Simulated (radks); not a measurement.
The gold anion Au- inside a hard spherical wall (all orbitals vanish at R), configuration held at [Hg] and not refilled when levels cross. Method: scalar-relativistic Kohn-Sham, PBE, spin-polarised, spherical densities, finite nucleus; Fermi nuclear charge, rms radius 5.4371 fm; computed with a radial shooting solver on a logarithmic mesh with Libxc functionals. Eigenvalues in eV for spin up, with the zero of energy where the potential of the charges vanishes at infinity; a dash marks a level that is unbound or too diffuse for the functional's potential to be trusted. A positive occupied level is held by the wall or, in an anion where self-interaction has pushed it up, behind a barrier. The pressure on the wall is -dE/dV.

R (bohr)	E (hartree)	kinetic (hartree)	e(4f)	e(5p)	e(5d)	e(6s)	e(7s, empty)	e(6p, empty)	pressure (GPa)
20	-19007.7108	21255.074	-74.275	-52.829	0.078	0.480	2.341	2.462	< 0.0001
12	-19007.7102	21255.079	-74.198	-52.750	0.156	0.550	4.308	3.786	0.00612
8	-19007.7004	21255.139	-73.675	-52.220	0.669	1.036	8.932	5.493	0.311
7	-19007.6864	21255.215	-73.204	-51.747	1.114	1.484	11.985	6.487	1.03
5	-19007.5337	21255.938	-70.186	-48.821	3.797	4.485	27.693	11.666	18.6
4	-19007.1132	21257.738	-65.059	-44.090	8.134	10.039	51.037	19.961	116
3.5	-19006.5130	21260.161	-59.747	-39.405	12.592	16.405	74.562	28.955	335
3	-19005.1094	21265.604	-50.462	-31.583	20.528	29.027	116.29	46.106	1110
2.5	-19001.3933	21279.611	-33.125	-17.579	36.139	57.191	197.44	82.488	4530
1.5	-18941.9254	21480.970	85.998	97.102	177.33	358.38	853.49	425.34	198000
